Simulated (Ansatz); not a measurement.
Consider the formal exchange of groups at a C–O bond: `C=COC(C)F` + `[CH3][GaH][Cl]` → `C=C[CH2][GaH][Cl]` + `CC(O)F`.

Program: Ansatz. Geometries: PBE0-D4/def2-TZVP. ΔE: electronic, gas phase. CBS: MP2 limit from def2 TZ/QZ plus the TZ coupled-cluster correction, frozen cores. Functionals use def2-TZVPP. For Ga outer-core shells are correlated without core-valence functions, which leaves a few kJ/mol of doubt a bond. Scalar relativity is left out up to krypton. Each species was taken in one conformer, which may not be the lowest.

```csv
level,ΔE (kcal/mol),difference from CCSD(T)/CBS
BLYP-D4,-4.1,1.5
ωB97X-V,-3.3,2.3
PBE-QIDH,-5.2,0.4
LC-ωPBE,-3.5,2.1
CCSD(T)/def2-SVP,-3.2,2.4
CCSD/def2-TZVPP,-5.0,0.6
CCSD(T)/def2-TZVPP,-5.0,0.6
HF/def2-QZVPP,-3.2,2.4
MP2/CBS(def2),-6.9,-1.3
CCSD/CBS(def2),-5.6,0.0
CCSD(T)/CBS,-5.6,0
```

Largest T1 diagnostic among the species: 0.012.

At CCSD(T), def2-SVP lies +2.4 kcal/mol from the extrapolated value and def2-TZVPP +0.6 kcal/mol. The D4 term adds −0.9 kcal/mol with B3LYP and −0.5 kcal/mol with PBE0; it sums over pairs of atoms, weighted by their polarisabilities, and B3LYP, whose exchange is more repulsive, gets the larger term. Leaving LDA and LC-ωPBE aside and taking each functional with its dispersion term where it has one, the values, not all of them listed here, spread over 2.1 kcal/mol, from PBE-QIDH to CAM-B3LYP-D4. LDA lies +1.3 kcal/mol from PBE without D4.

B3LYP here is the variant with VWN-RPA as its local correlation; programs differ in this.
